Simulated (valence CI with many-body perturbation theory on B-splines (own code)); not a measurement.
# Ta XXXV: one-electron terms

Level of theory: configuration interaction combined with many-body perturbation theory (CI+MBPT): three valence electrons over a frozen Dirac-Fock core [Kr], a basis of 9 s, 9 p, 10 d, 8 f, 5 g, 3 h, 1 i functions for each j, with the one-electron correlation potential Σ1 (screened to all orders), the two-electron term Σ2, the three-electron term Σ3, Breit, model QED; selected single and double excitations, second order for the rest (own B-spline code, finite nucleus).

The last digits are not significant, and no measured levels were compared; by estimate large intervals hold to a few tenths of a per cent, small ones and those within an open d or f shell to about a per cent. Only levels of the ground parity were solved; by the run's estimate the other parity begins above the list, which can be wrong where configurations are misplaced.

These are the spectroscopic orbitals of the CI (the correlating ones are not listed), shaped by the core and the other valence electrons. h is the expectation value of the core's Dirac-Fock operator, without the valence repulsion; Σ1 is computed up to l = 3 at one energy for each symmetry, that of its lowest orbital but kept below the first core excitation, so for empty shells it is not the orbital's own correlation shift; Breit and QED include the response of the core.

```csv
Orbital,h (hartree),Σ1 (cm⁻¹),Breit (cm⁻¹),QED (cm⁻¹),⟨r⟩ (bohr)
5s1/2,-39.066,-11720,4523,3496,0.7380
6s1/2,-25.322,-4614,2364,1846,1.134
7s1/2,-17.774,-2392,1368,1086,1.618
5p1/2,-37.361,-11716,7014,44.5,0.7478
6p1/2,-24.408,-4776,3753,27.5,1.153
7p1/2,-17.228,-2519,2205,17.4,1.645
5p3/2,-36.044,-10445,4104,367,0.7771
6p3/2,-23.713,-4388,2225,201,1.188
7p3/2,-16.815,-2345,1436,121,1.687
4d3/2,-56.642,-22997,7238,-756,0.4314
5d3/2,-33.31,-10868,3109,-266,0.7841
6d3/2,-22.248,-4954,1682,-139,1.215
4d5/2,-55.979,-22279,4231,-380,0.4375
5d5/2,-33.025,-10688,1872,-113,0.7916
6d5/2,-22.094,-4863,1018,-57.4,1.224
4f5/2,-49.033,-45398,1561,-614,0.4091
5f5/2,-30.132,-10571,818,-220,0.7855
4f7/2,-48.869,-40844,-176,-485,0.4115
5f7/2,-30.057,-10303,85.8,-164,0.7881
5g7/2,-28.031,,-162,-96.1,0.7408
5g9/2,-28.009,,-328,-74.8,0.7419
```

Among the shells of the start configuration 4d3, Σ1 is largest in size for 4d3/2, where it is 0.18 % of h.

Lowest root of each symmetry, sizes in configuration state functions:

```json
{"J": "1/2", "Parity": "even", "Roots": "2", "Reference": "37", "Variational": "3497", "Second order": "4974", "Change by selected CI (cm⁻¹)": "-2650", "Change by second order (cm⁻¹)": "-2"}
{"J": "3/2", "Parity": "even", "Roots": "5", "Reference": "66", "Variational": "6646", "Second order": "11974", "Change by selected CI (cm⁻¹)": "-2600", "Change by second order (cm⁻¹)": "-1"}
{"J": "5/2", "Parity": "even", "Roots": "5", "Reference": "80", "Variational": "8118", "Second order": "11535", "Change by selected CI (cm⁻¹)": "-1842", "Change by second order (cm⁻¹)": "-1"}
{"J": "7/2", "Parity": "even", "Roots": "3", "Reference": "77", "Variational": "7577", "Second order": "13165", "Change by selected CI (cm⁻¹)": "-2406", "Change by second order (cm⁻¹)": "-3"}
{"J": "9/2", "Parity": "even", "Roots": "3", "Reference": "66", "Variational": "6868", "Second order": "12297", "Change by selected CI (cm⁻¹)": "-2612", "Change by second order (cm⁻¹)": "-3"}
{"J": "11/2", "Parity": "even", "Roots": "1", "Reference": "44", "Variational": "4806", "Second order": "10996", "Change by selected CI (cm⁻¹)": "-2789", "Change by second order (cm⁻¹)": "-3"}
```
